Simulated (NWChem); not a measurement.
Molecule: SnF$_{2}$, singlet; SMILES [F][Sn][F]

Results from NWChem. Low-valent species are run as closed-shell singlets; no triplet was tried in these runs. def2 effective core potentials on Sn; no spin-orbit coupling. Each level has its own optimisation; frequencies are unscaled.

For level Hartree-Fock/STO-3G (all-electron, non-relativistic):

```
Property                           Value
---------------------------------  -----
r F–Sn (Å)                         1.855
highest harmonic frequency (cm⁻¹)    711
lowest (cm⁻¹)                        288
```

### Question
How do the values read with level PBE0/def2-SVP (core potentials) instead?

### Answer
| Item | Value |
|---|---|
| r F–Sn (Å) | 1.951 |
| highest harmonic frequency (cm⁻¹) | 625 |
| lowest (cm⁻¹) | 194 |
